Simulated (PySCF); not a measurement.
All values below come from PySCF with PBE0-D3(BJ)/def2-TZVP. Gas-phase values, no solvent. 

Reference species (SMILES): `C=[SiH]` (neutral, multiplicity 2).

dipole moment: 0.63 D

Changed species: `C=[SiH][S]` (radical fragment; the reference has radical fragment).

**Question.** Give the shifts of the dipole moment.

**Answer.** the dipole moment goes up by 2.72 D, to 3.35 D.
